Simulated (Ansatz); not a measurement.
`[AlH2][O]C[SiH3]`, 11 atoms. Total charge 0; spin multiplicity 1. All runs use 2 threads of an Arm Neoverse V1 on a shared host. Correlated methods freeze the cores.

Question: How many basis functions does each run have, and how long does it take in Ansatz? RHF-MP2/def2-QZVPP energy; direct RPA on PBE orbitals/def2-TZVPP energy; RHF-CCSD(T)/def2-TZVPP energy; RKS ωB97M-V/def2-SVP energy; RHF-CCSD(T)/def2-SVP energy; RKS r2SCANh-D4/def2-TZVPP energy; RKS ωB97M-V/def2-QZVPP energy; RKS r2SCAN-D4/def2-TZVPP energy and forces; RKS B3LYP-D4/def2-TZVPP energy and forces; RKS PBE0-D4/def2-TZVP relaxation (10 steps); RKS PBE0-D4/def2-QZVPP energy; RKS r2SCAN0-D4/def2-TZVPP energy. (Estimate.)

Answer: Computed: Other jobs shared the machine, so times are rough.

```json
{"level": "RHF-CCSD(T)/def2-SVP", "job": "energy", "functions": "99", "wall time": "4.6 s", "peak host memory (GiB)": "0.46"}
{"level": "RKS B3LYP-D4/def2-TZVPP", "job": "energy and forces", "functions": "244", "wall time": "8 s", "peak host memory (GiB)": "0.66"}
{"level": "RKS ωB97M-V/def2-SVP", "job": "energy", "functions": "99", "wall time": "8 s", "peak host memory (GiB)": "0.46"}
{"level": "RKS r2SCAN-D4/def2-TZVPP", "job": "energy and forces", "functions": "244", "wall time": "8 s", "peak host memory (GiB)": "0.33"}
{"level": "direct RPA on PBE orbitals/def2-TZVPP", "job": "energy", "functions": "244", "wall time": "8 s", "peak host memory (GiB)": "0.53"}
{"level": "RKS r2SCAN0-D4/def2-TZVPP", "job": "energy", "functions": "244", "wall time": "8.5 s", "peak host memory (GiB)": "0.58"}
{"level": "RKS r2SCANh-D4/def2-TZVPP", "job": "energy", "functions": "244", "wall time": "8.5 s", "peak host memory (GiB)": "0.57"}
{"level": "RKS PBE0-D4/def2-QZVPP", "job": "energy", "functions": "464", "wall time": "16 s", "peak host memory (GiB)": "1.4"}
{"level": "RHF-MP2/def2-QZVPP", "job": "energy", "functions": "464", "wall time": "33 s", "peak host memory (GiB)": "2.6"}
{"level": "RKS ωB97M-V/def2-QZVPP", "job": "energy", "functions": "464", "wall time": "36 s", "peak host memory (GiB)": "1.8"}
{"level": "RKS PBE0-D4/def2-TZVP", "job": "relaxation (10 steps)", "functions": "178", "wall time": "51 s", "peak host memory (GiB)": "0.42"}
{"level": "RHF-CCSD(T)/def2-TZVPP", "job": "energy", "functions": "244", "wall time": "9.1 min", "peak host memory (GiB)": "1.9"}
```

B3LYP here is the variant with VWN-RPA as its local correlation; programs differ in this.
